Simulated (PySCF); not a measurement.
## Electron correlation in Eu³³⁺ (europium, charge +33)

Starting occupation: [Ar] 3d10 4s2. Calculation: PySCF 2.14, in an even-tempered Gaussian basis (19 s from 1.4 bohr⁻², ratio 2.6; 15 p from 1.8 bohr⁻², ratio 2.6; 10 d from 1.8 bohr⁻², ratio 2.6; 6 f from 1.8 bohr⁻², ratio 2.8); X2C-1e with screened-nucleus spin-orbit coupling, Gaussian nucleus. Frozen: [Ar]; 12 electrons correlated; the 94 highest virtual spinors left out.

MP2 pair energies summed by pair of shells (mhartree):

| pair | energy | share (%) |
| --- | --- | --- |
| 3d3/2-3d5/2 | -187.93 | 35.9 |
| 3d5/2-3d5/2 | -132.42 | 25.3 |
| 4s1/2-4s1/2 | -59.41 | 11.3 |
| 3d3/2-3d3/2 | -57.02 | 10.9 |
| 3d5/2-4s1/2 | -52.74 | 10.1 |
| 3d3/2-4s1/2 | -34.32 | 6.6 |

Total MP2 correlation energy: -523.84 mhartree.

The virtual space was cut to 68 spinors, which keep -502.57 of the -523.84 mhartree of MP2 correlation.

```tsv
level	correlation energy (mhartree)
CCSD	-501.89
(T)	-0.90
CCSD(T)	-502.79
```

Diagnostics: T1 = 0.00023, largest double amplitude 0.066.

Cost of the coupled-cluster step: 130 s of wall time on 1 thread of Neoverse-V1 (shared host), for 12 occupied and 68 virtual spinors.

The coupled-cluster values are those of the cut space; adding the MP2 remainder, -21.27 mhartree, estimates the full space.

At this charge the one-electron X2C treatment keeps the bare 1/r₁₂, with no two-electron picture change or Breit term. The effect here is smaller than on the frozen 1s shell.
